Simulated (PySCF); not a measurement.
**3-furoic acid (O=C(O)c1ccoc1, C₅H₄O₃)**

Geometry:
```tsv
atom	x (Å)	y (Å)	z (Å)
O1	2.139	-1.107	0.916
C2	1.566	-0.211	0.346
O3	2.202	0.864	-0.141
C4	0.120	-0.159	0.102
C5	-0.656	0.842	-0.571
C6	-1.941	0.402	-0.519
O7	-2.008	-0.786	0.131
C8	-0.769	-1.120	0.504
H9	3.141	0.739	0.065
H10	-0.287	1.759	-1.023
H11	-2.884	0.800	-0.883
H12	-0.639	-2.055	1.042
```

Computed with PySCF, quadratic response CAM-B3LYP/aug-cc-pVDZ first hyperpolarisability, Taylor convention, gas phase. Geometry: PBE0-D3(BJ)/def2-SVP.

What is the first hyperpolarisability, and how does it disperse?

In au, Taylor convention; the vector part is βᵢ = ⅓ Σⱼ (βᵢⱼⱼ + βⱼᵢⱼ + βⱼⱼᵢ); β∥ is 3/5 of the vector part along the dipole, the dipole points from − to +:
```tsv
process	λ (nm)	β vector norm	β∥	β HRS	depolarisation ratio
static β(0;0,0)	∞	168.5	6.5	88.6	2.92
second harmonic β(−2ω;ω,ω)	1907	179.4	8.2	94.2	2.93
Pockels β(−ω;ω,0)	1907	172.0	7.1	–	–
second harmonic β(−2ω;ω,ω)	1064	207.9	12.8	108.8	2.95
Pockels β(−ω;ω,0)	1064	180.2	8.3	–	–
```

Which lowest excitations, dipole and polarisabilities go with it?

S1 5.44 eV (f = 0.000); S2 5.56 eV (f = 0.074); S3 6.31 eV (f = 0.005); dipole 2.04 D; isotropic α 67.4 au static, 67.6 au at 1907 nm, 68.1 au at 1064 nm, 68.3 au at 953.5 nm, 70.5 au at 532 nm.
